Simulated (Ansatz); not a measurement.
Relaxation of CH5FOSi (9 atoms, charge 0, multiplicity 1), to a largest force component of 0.02 eV/Å in at most 40 steps.

Level of theory: Ansatz 0.2.0, RKS revPBE-D4/def2-mTZVP.

```xyz
9
Properties=species:S:1:pos:R:3:forces:R:3
Si 0.000 0.000 0.000 0.40 0.87 1.62
O 0.000 0.000 1.680 0.86 -0.02 -0.88
C -1.111 -0.344 2.494 -0.54 -0.08 -0.05
H -1.814 -0.978 1.914 -0.05 0.06 0.41
H -0.758 -0.904 3.386 -0.08 0.16 -0.26
H -1.631 0.581 2.821 0.02 -0.25 0.02
H 1.377 0.000 -0.486 0.57 -0.11 -0.01
H -0.688 1.191 -0.486 -0.49 0.44 -0.32
F -0.749 -1.297 -0.529 -0.68 -1.08 -0.54
```

Question: Where does it end, and by what steps?

Answer: It converged. The force dipped under the threshold on the way, but the program's further checks kept it going. After 13 steps the energy has fallen by 0.150 eV; H6 moved furthest, 0.49 Å.

```tsv
step	energy less start (eV)	largest force component (eV/Å)	accepted
0	0.0000	1.621	yes
1	-0.0851	0.946	yes
2	-0.1167	0.150	yes
3	-0.1059	0.589	no
4	-0.1311	0.081	yes
5	-0.1389	0.123	yes
6	-0.1420	0.143	yes
7	-0.1450	0.094	yes
8	-0.1470	0.195	yes
9	-0.1487	0.064	yes
10	-0.1494	0.020	yes
11	-0.1495	0.015	yes
12	-0.1496	0.013	yes
13	-0.1497	0.014	yes
```

```xyz
9
Properties=species:S:1:pos:R:3
Si 0.011 0.000 0.026
O 0.052 -0.406 1.629
C -1.113 -0.386 2.474
H -1.765 -1.249 2.264
H -0.770 -0.443 3.516
H -1.694 0.544 2.342
H 1.425 -0.004 -0.435
H -0.703 1.299 -0.179
F -0.818 -1.105 -0.844
```

The run took 27 s on 2 threads of Arm Neoverse V1, on a shared host, peak memory 0.17 GiB.
